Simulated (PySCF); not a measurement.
# How exact exchange moves a shielding

Molecule: `C#C[Si@H](F)S[SiH3]`, C2H5FSSi2.

Geometry:
| atom | x (Å) | y (Å) | z (Å) |
| --- | --- | --- | --- |
| C1 | -1.900 | 1.463 | -0.076 |
| C2 | -1.517 | 0.308 | -0.072 |
| Si3 | -0.882 | -1.401 | -0.091 |
| F4 | -0.946 | -1.950 | 1.433 |
| S5 | 1.108 | -1.433 | -0.827 |
| Si6 | 1.876 | 0.405 | 0.019 |
| H7 | -2.243 | 2.483 | -0.081 |
| H8 | -1.702 | -2.302 | -0.929 |
| H9 | 1.446 | 0.552 | 1.438 |
| H10 | 3.357 | 0.267 | -0.063 |
| H11 | 1.433 | 1.584 | -0.777 |

GIAO shieldings (ppm, equivalent atoms averaged) in PySCF on the PBE0-D3(BJ)/def2-SVP geometry, basis pcSseg-1, gas phase, non-relativistic:

| functional | exact exchange (%) | σ(C2) | σ(Si3) | σ(Si6) | σ(F4) |
| --- | --- | --- | --- | --- | --- |
| BLYP | 0 | 93.8 | 345.1 | 377.6 | 315.5 |
| BP86 | 0 | 97.3 | 351.4 | 386.3 | 317.2 |
| PBE | 0 | 97.2 | 351.9 | 388.3 | 316.1 |
| PBE0 | 25 | 100.8 | 368.0 | 403.1 | 334.1 |
| mPW1PW91 | 25 | 100.5 | 367.2 | 400.8 | 335.0 |
| BHandHLYP | 50 | 101.1 | 378.1 | 408.5 | 346.8 |
| HF | 100 | 110.2 | 416.6 | 442.4 | 368.9 |

(1) Fit each shielding as a line in the percentage of exact exchange.

(2) What does the line predict for B3LYP (20 %), and what does the run give?

Results:

(1) σ(C2) = 96.3 + 0.13 x (rms 1.4 ppm); σ(Si3) = 349.6 + 0.66 x (rms 2.8 ppm); σ(Si6) = 384.8 + 0.57 x (rms 3.9 ppm); σ(F4) = 318.1 + 0.53 x (rms 2.4 ppm). The functionals also differ in their semilocal parts, which the line can't hold; Hartree–Fock has no correlation at all.

(2) σ(C2): 98.9 predicted, 96.7 computed; σ(Si3): 362.8 predicted, 357.6 computed; σ(Si6): 396.2 predicted, 389.8 computed; σ(F4): 328.7 predicted, 330.0 computed ppm.
